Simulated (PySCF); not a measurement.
```xyz
3
charge 1 multiplicity 1, angstrom
Ga    0.0000    0.0000    0.0000
H     0.0000    0.0000    1.5278
H     0.0000    0.0000   -1.5278
```

These are results of PBE0/[Ga def2-TZVP, H def2-TZVP], no relativity, density fitting, PySCF, not measurements.

This geometry of GaH₂⁺ is a stationary point at this level.

**Question.** What is the point group?

**Answer.** D∞h.

**Question.** Is it a minimum?

**Answer.** Yes: all harmonic wavenumbers are real.

**Question.** Give the atomic charges and bond orders.

**Answer.** 
| atom | Mulliken | Löwdin | polar tensor | Mayer order to Ga1 |
| --- | --- | --- | --- | --- |
| Ga1 | 0.73 | 1.03 | 1.15 | – |
| H2,3 | 0.14 | -0.02 | -0.07 | 0.90 |

**Question.** Give the ideal-gas entropy at 298.15 K and 1 bar by parts.

**Answer.** translation 162.0, rotation 36.3, vibration 2.8, spin 0.0; total 201.1 J/(mol K).

This need not be the most stable arrangement of these atoms.
